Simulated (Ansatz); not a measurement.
Atomisation energy of compounds of In, in kcal/mol, species as SMILES. Conventions: UHF or UKS for open shells; no dispersion term unless named; LANL2DZ with its own core potentials from Na on; atomisation electronic, to ground-state atoms; def2 sets with scalar-relativistic core potentials past Kr; spin-orbit terms left out. First-principles rows: single points at B3LYP-D3(BJ) geometries (Ansatz, a quantum-chemistry and plane-wave program).

wB97M-V/def2-TZVPD (Ansatz) is a level with limits of its own, not a measurement.

The rows were drawn at random among computed neutral closed-shell members with both values; the withheld row is one of them. Species whose geometry shows other bonds than their SMILES are left out. No case is left out for the size of its miss. Left out are saddle points of the reference geometry, anions that the best level run finds unbound, excited spin states, species near biochemistry, 298 K rows of species without real B3LYP wavenumbers, cases with under five habitual levels, runs that failed or that the program found above a lower state of the same kind, table entries that another table contradicts, and a share of species set aside by lot. Sets whose x spans too little, or whose line has r² under 0.6, are not shown. A multiple bond counts once.

```csv
species,bonds (x),B3LYP/LANL2DZ (Ansatz),wB97M-V/def2-TZVPD (Ansatz),second minus first (y)
[InH] (InH),1,64.3,63.6,-0.7
[In][Br],1,87.5,95.5,8.0
[In][O][In],2,191.8,184.3,-7.5
[Cl][In],1,98.7,106.9,8.2
[F][In]([F])[F],3,300.8,290.2,-10.6
```

Task: Fit the last column to a straight line in the number of bonds, and use it to estimate the value at wB97M-V/def2-TZVPD (Ansatz) for [F][In], which has 1 bonds and 127.1 kcal/mol at B3LYP/LANL2DZ (Ansatz).

Result: Means: x 1.600, y -0.520. Sums about the means: Sxx 3.2, Sxy -27.14. Slope b = Sxy/Sxx = -8.481, intercept a = mean y - b·mean x = 13.05; the rows scatter about the line by 3.71 (root mean square), r² = 0.77. A constant correction, the mean of y, would give 126.6 kcal/mol. Correction a + b·1 = 4.57 kcal/mol. Prediction for [F][In]: 131.7 kcal/mol. The value at wB97M-V/def2-TZVPD (Ansatz) is 128.5 kcal/mol, so the fit misses by +3.2 kcal/mol, against -1.4 kcal/mol without it. The fit is meant for species like these alone.
